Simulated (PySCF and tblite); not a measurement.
Values are calculated unless marked as measured or tabulated.
Stationary points of C5F4O at GFN2-xTB, in Å:

Structure A

```
 1 O     2.405   -1.031   -1.001
 2 C     1.754   -0.520   -0.156
 3 C     1.551    0.050    1.129
 4 F     1.945    0.427    2.320
 5 C     0.468    0.005    0.312
 6 C    -0.912    0.311    0.174
 7 F    -1.530    0.893    1.220
 8 C    -1.633    0.054   -0.931
 9 F    -1.131   -0.510   -2.006
10 F    -2.909    0.327   -1.082
```

Structure B

```
 1 O     3.035    0.944    0.019
 2 C     2.039    0.331    0.190
 3 C     1.301   -0.775    0.696
 4 F     1.159   -1.912    1.334
 5 C     0.595    0.163    0.017
 6 C    -0.674    0.586   -0.469
 7 F    -0.717    1.742   -1.148
 8 C    -1.818   -0.097   -0.292
 9 F    -1.874   -1.240    0.361
10 F    -3.002    0.266   -0.729
```

Structure C

```
 1 O     2.835    0.061   -0.931
 2 C     1.946   -0.048   -0.163
 3 C     1.381   -0.429    1.094
 4 F     1.437   -0.934    2.299
 5 C     0.537    0.127    0.202
 6 C    -0.807    0.598   -0.080
 7 F    -1.054    1.879    0.246
 8 C    -1.750   -0.132   -0.674
 9 F    -1.559   -1.397   -1.016
10 F    -2.965    0.275   -0.978
```

Level: PBE0/pcSseg-1 + D3(BJ) on GFN2-xTB stationary points, with GFN2-xTB thermal terms.

**Question.** Which structure is a saddle point, and along which motion?

**Answer.** C: one imaginary mode (50i cm⁻¹ at GFN2-xTB, mostly on F4, F7, F9), along the rotation about the C5–C6 bond (torsion C2–C5–C6–F7 from 180° to 360°, rising).

**Question.** Give their symmetry and energies above the lowest.

**Answer.** A Cs, 0.0 kcal/mol; B Cs, 0.8 kcal/mol; C C1, 7.7 kcal/mol.
